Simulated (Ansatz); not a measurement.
`C=C=[N][AlH2]` + `FC[SiH2][SiH3]` → `F[CH]([AlH2])[SiH2][SiH3]` + `C=C=N`  (formal exchange of groups at the Al–N bond)

Isolated molecules relaxed with PBE0-D4/def2-TZVP in Ansatz; ΔE leaves out vibrations. CBS: MP2 limit from def2 TZ/QZ plus the TZ coupled-cluster correction, frozen cores. This one scheme is used for every species. Functionals use def2-TZVPP. Each species was taken in one conformer, which may not be the lowest.

`C=C=[N][AlH2]`:

```xyz
8

C    -0.800    0.570   -1.884
C    -0.305    0.218   -0.719
N     0.146   -0.104    0.342
Al    0.811   -0.578    1.909
H    -1.841    0.382   -2.109
H    -0.169    1.049   -2.618
H    -0.179   -1.269    2.922
H     2.336   -0.269    2.157
```

`FC[SiH2][SiH3]`:

```xyz
11

F     1.014   -0.718    1.888
C     0.498   -1.439    0.815
Si   -0.791   -0.398   -0.119
Si    0.119    1.667   -0.734
H     0.059   -2.363    1.207
H     1.329   -1.714    0.158
H    -1.189   -1.177   -1.326
H    -1.993   -0.209    0.737
H    -0.846    2.415   -1.585
H     0.430    2.483    0.469
H     1.370    1.453   -1.510
```

`F[CH]([AlH2])[SiH2][SiH3]`:

Cartesian coordinates in Å:
```
F -0.310 2.472 -1.172
C 0.065 1.137 -0.911
Al 1.955 1.022 -0.343
Si -1.163 0.371 0.312
Si -0.639 -1.892 0.639
H -0.048 0.573 -1.851
H 2.583 -0.432 -0.240
H 2.770 2.334 -0.002
H -2.558 0.507 -0.191
H -1.072 1.080 1.620
H -1.759 -2.568 1.348
H 0.596 -2.030 1.457
H -0.420 -2.572 -0.667
```

`C=C=N`:

Cartesian coordinates in Å:
```
C -0.088 0.314 -0.914
C 0.173 -0.095 0.298
N 0.530 -0.461 1.403
H -0.155 -0.397 -1.726
H -0.250 1.365 -1.110
H -0.210 -0.727 2.049
```

CCSD(T)/CBS gives +131.5 kJ/mol.

Question: Another level gave +122.3 kJ/mol. Which?
A. CCSD/def2-TZVPP
B. B2PLYP/def2-TZVPP
C. PBE0-D4/def2-TZVPP
D. PBE-D4/def2-TZVPP

Answer: D. PBE-D4 122.3, PBE0-D4 128.2, B2PLYP 142.7, CCSD/def2-TZVPP 137.1 kJ/mol.

Largest T1 diagnostic among the species: 0.015.

From PBE to PBE0 (25 % exact exchange), in def2-TZVPP and without D4, ΔE moves by +5.6 kJ/mol. In def2-TZVPP, CCSD(T) changes the Hartree–Fock value by −25.2 kJ/mol (the triples alone add −3.2 kJ/mol) and MP2 by −16.4 kJ/mol.
